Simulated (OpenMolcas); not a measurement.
# N+: the spin-orbit constant, Slater's ratio, thermal populations, worked from levels

```json
{"Program": "OpenMolcas", "Basis": "ANO-RCC-VDZP [3s2p1d]", "Scalar Hamiltonian": "DKH2, point nucleus", "Active space": "2 electrons in 3 orbitals (2p)", "State averaging": "2S+1 = 3 even, 3 roots; 2S+1 = 1 even, 6 roots", "Spin-orbit coupling": "state interaction with AMFI integrals over the reference wave functions, term energies averaged over their components"}
```

Methods: CASSCF; SS-CASPT2, IPEA 0.25 Eh, imaginary shift 0.1 Eh (closed shells correlated: 1s 2s). Measured levels: NIST Handbook of Basic Atomic Spectroscopic Data.

**The spin-orbit constant.** For the Hund term 3P of p2, E(J) = (A/2) J(J+1) + constant and ζ = 2S·A = 2A. From J = 0 to J = 2 the energy changes by 3 A.

```json
{"Source": "CASSCF", "E(2) - E(0)": "144.1", "A": "48.0", "ζ": "96"}
{"Source": "SS-CASPT2", "E(2) - E(0)": "144.2", "A": "48.1", "ζ": "96"}
{"Source": "measured", "E(2) - E(0)": "130.8", "A": "43.6", "ζ": "87"}
```

All in cm-1. SS-CASPT2 is off by +10.2 % and CASSCF by +10.2 %. Both methods take the spin-orbit matrix elements from the reference wave functions, so the second can move ζ only through the term energies and any multistate remixing. Second-order mixing with other terms is absorbed into this ζ.

**Slater's ratio.** With one set of orbitals, p2 has 1D - 3P = 6 F2 and 1S - 1D = 9 F2 (F2 = F²/25), a ratio of 3/2. Term energies are centres of gravity, weighted by 2J + 1.

```
   Source  1D - 3P  1S - 3P  F2 from the first  Ratio
   CASSCF    17636    43620               2939  1.473
SS-CASPT2    16594    36805               2766  1.218
 measured    15227    32600               2538  1.141
```

Energies in cm-1. A ratio away from 3/2 shows effects beyond one configuration with one set of orbitals, and in heavier atoms second-order spin-orbit shifts.

**Thermal populations.** Z = Σ (2J + 1) exp(-E/kT) with k = 0.695035 cm-1/K, over the levels below. No other level of either list lies under 46700 cm-1, which is above 7 kT at each temperature.

| Level | 2J + 1 | SS-CASPT2 | measured |
| --- | --- | --- | --- |
| 2s2 2p2 3P0 | 1 | 0.0 | 0.0 |
| 2s2 2p2 3P1 | 3 | 48.5 | 48.7 |
| 2s2 2p2 3P2 | 5 | 144 | 131 |
| 2s2 2p2 1D2 | 5 | 16690 | 15316 |
| 2s2 2p2 1S0 | 1 | 36900 | 32689 |

```
T (K)  Z, SS-CASPT2  Z, measured levels  Ground level (%), SS-CASPT2  Ground level (%), measured levels
 3000         8.599               8.630                         11.6                               11.6
 5000         8.797               8.834                         11.4                               11.3
 8000         9.096               9.178                         11.0                               10.9
```

At 8000 K, kT = 5560 cm-1, and the computed levels give Z = 1.000 + 2.974 + 4.872 + 0.249 + 0.001 = 9.096.

CASPT2 breaks the degeneracy within a term, and the mean is taken; among the terms shown or strongly mixed into the levels shown the widest spread is 83 cm-1 (2s2 2p2 1D, SS-CASPT2). With the s shell closed, the reference lacks s² → p² mixing. Without dynamic correlation excited terms often stand tens of per cent too high (terms of higher spin than the ground term too low), and those without a measured partner can miss by more than the paired ones (holds for CASSCF). Measured partners are found by configuration, term and J. A level has none where our copy of the source lacks it or the pairing is in doubt (some pairs that miss far off the trend of their configuration count as doubtful), and it then counts in no deviation. Levels of configurations outside the active space are missing.
